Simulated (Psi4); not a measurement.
H₈Ge₃, triplet, at the geometry of the source list (a higher spin typed on purpose: for a closed-shell molecule this is an excited state).

Psi4 was given this input:
```
memory 2 GB

molecule mol {
0 3
  Ge    1.918200    0.707600    0.011600
  Ge    0.174200   -0.908900   -0.116600
  Ge   -2.040400   -0.049200    0.097700
  H     3.296100    0.131300   -0.142500
  H     1.802800    1.750900   -1.061800
  H     1.950100    1.477000    1.298100
  H     0.399100   -1.988700    0.907400
  H     0.280800   -1.659700   -1.425800
  H    -2.407200    0.862300   -1.036300
  H    -2.259400    0.775000    1.332600
  H    -3.114300   -1.097700    0.135600
}

set basis sto-3g
set reference uks

energy('pbe0')
print_variables()
```

Q: Predict the dipole moment from Psi4 with PBE0/STO-3G.

A: 0.24 D

Q: What is the computed total energy (PBE0/STO-3G)?

A: -6163.102351 Ha

Q: What nuclear repulsion energy does PBE0/STO-3G give?

A: 757.0105 Eh

Q: Estimate the <S^2> that PBE0/STO-3G returns for this input.

A: 2.003

Q: Give the number of basis functions at the level PBE0/STO-3G.

A: 62

These values belong to the state on which the SCF converged, which isn't shown to be the lowest.

Q: Roughly what does it cost on one core?

A: about 11 core-seconds (a rough figure).
